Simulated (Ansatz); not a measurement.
Cost and result up the ladder for Sn(vinyl)2(NHMe)2 (C₆H₁₄N₂Sn) (23 atoms). The state is a singlet with charge 0. Geometry: r2SCAN-D4/def2-SVP.

| atom | x (Å) | y (Å) | z (Å) |
| --- | --- | --- | --- |
| Sn1 | 0.064 | 0.319 | -0.345 |
| C2 | -1.100 | 0.211 | -2.134 |
| C3 | -2.359 | 0.669 | -2.152 |
| H4 | -0.668 | -0.227 | -3.044 |
| H5 | -2.820 | 1.116 | -1.261 |
| H6 | -2.981 | 0.622 | -3.056 |
| C7 | 1.515 | 1.871 | -0.115 |
| C8 | 2.814 | 1.619 | -0.320 |
| H9 | 1.196 | 2.881 | 0.177 |
| H10 | 3.166 | 0.621 | -0.612 |
| H11 | 3.582 | 2.396 | -0.205 |
| N12 | 1.187 | -1.402 | -0.276 |
| C13 | 1.831 | -1.814 | 0.958 |
| H14 | 0.748 | -2.189 | -0.753 |
| H15 | 2.636 | -2.548 | 0.760 |
| H16 | 2.315 | -0.944 | 1.434 |
| H17 | 1.160 | -2.266 | 1.719 |
| N18 | -1.343 | 0.615 | 1.126 |
| C19 | -2.280 | -0.437 | 1.474 |
| H20 | -0.970 | 1.077 | 1.954 |
| H21 | -3.149 | -0.030 | 2.024 |
| H22 | -2.682 | -0.898 | 0.555 |
| H23 | -1.862 | -1.262 | 2.091 |

Ansatz on 4 threads of Arm Neoverse V2 on a shared host. Times are rough, and most runs start from the orbitals of an earlier one. PBE0-D4/def2-TZVP serves as the yardstick here, not as an exact answer. Differences are given only for rows in sets of like size (and for xTB, whose basis is part of the method), since another set adds its own error. Binding counts from free atoms at the same level (Sn triplet, C triplet, H doublet, N quartet; other spins of the atoms weren't run), without zero-point energy or a counterpoise term.

In the def2 sets Sn takes a core potential; there is no spin–orbit coupling. HSE06 is defined as in plane-wave codes, on full-range PBE exchange. Correlated methods freeze 12 core orbitals; core or outer-core shells of Sn are correlated, in sets that lack core-valence functions. The rows differ in basis, and correlated rows in double-zeta sets carry the largest basis error.

Run but left out: HF/STO-3G (restricted singlet, unstable in another Hartree–Fock run and untested here).

Correlated methods converge slowly with the basis, most of all in double-zeta sets.

```tsv
level	functions	binding energy per atom (eV)	difference from PBE0-D4/def2-TZVP (eV)	remarks
PBE0-D4/def2-SVP	208	3.97	–	–
LDA (SPW92)/def2-TZVP	382	4.50	0.55	–
PBE0-D4/def2-TZVP	382	3.95	0.00	–
MP2/def2-SVP	208	3.76	–	restricted SCF unstable
PBE-D4/def2-SVP	208	4.04	–	–
HSE06-D4/def2-TZVP	382	3.95	0.00	–
PBE-D4/def2-TZVP	382	4.02	0.08	–
r2SCAN-D4/def2-TZVP (with forces)	382	3.92	-0.02	–
```

(1) Estimate how long each takes.

Answers

(1) PBE-D4/def2-SVP 3.5 s; LDA (SPW92)/def2-TZVP 4.2 s; PBE-D4/def2-TZVP 6 s; PBE0-D4/def2-SVP 6 s; MP2/def2-SVP 6.5 s; PBE0-D4/def2-TZVP 12 s; HSE06-D4/def2-TZVP 15 s; r2SCAN-D4/def2-TZVP (with forces) 15 s. On shared hardware such times vary by a factor of up to 3.
